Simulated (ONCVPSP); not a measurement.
**Reading a pseudo-wave (silicon (Si))**

Columns: radius, all-electron u(r) and pseudo u(r) of the 3p shell (level -4.08 eV) of silicon in the configuration [Ne] 3s2 3p2; PBE, scalar-relativistic, ONCV scheme, ONCVPSP 4.0.1.

| r (bohr) | all-electron | pseudo |
| --- | --- | --- |
| 0.120 | -0.1280 | 0.0057 |
| 0.240 | -0.2401 | 0.0226 |
| 0.360 | -0.2537 | 0.0500 |
| 0.480 | -0.1971 | 0.0868 |
| 0.600 | -0.1041 | 0.1314 |
| 0.720 | 0.0025 | 0.1818 |
| 0.840 | 0.1094 | 0.2360 |
| 0.960 | 0.2093 | 0.2921 |
| 1.080 | 0.2986 | 0.3482 |
| 1.200 | 0.3759 | 0.4022 |
| 1.320 | 0.4416 | 0.4523 |
| 1.440 | 0.4960 | 0.4971 |
| 1.560 | 0.5395 | 0.5357 |
| 1.680 | 0.5729 | 0.5675 |
| 1.800 | 0.5970 | 0.5923 |
| 1.920 | 0.6128 | 0.6099 |
| 2.040 | 0.6215 | 0.6202 |
| 2.160 | 0.6240 | 0.6237 |
| 2.280 | 0.6214 | 0.6213 |
| 2.400 | 0.6144 | 0.6144 |
| 2.520 | 0.6039 | 0.6039 |
| 2.640 | 0.5906 | 0.5906 |
| 2.760 | 0.5751 | 0.5751 |
| 2.880 | 0.5578 | 0.5578 |
| 3.000 | 0.5393 | 0.5393 |
| 3.120 | 0.5199 | 0.5199 |

Question: How many radial nodes do the two functions have?

Answer: The all-electron 3p function has n − l − 1 = 1; the pseudo-wave has 0, since the states of the same l below it are removed with the core.

Question: At about which radius was the pseudo-wave matched?

Answer: 2.40 bohr. The columns agree to 0.0005 from 2.16 bohr on; several derivatives are matched, so the curves merge somewhat inside the radius.

Question: Is the pseudo-wave norm-conserving?

Answer: Yes: the ONCV scheme keeps the norm inside the radius equal to the all-electron one, which fixes the energy derivative of the logarithmic derivative at the level.
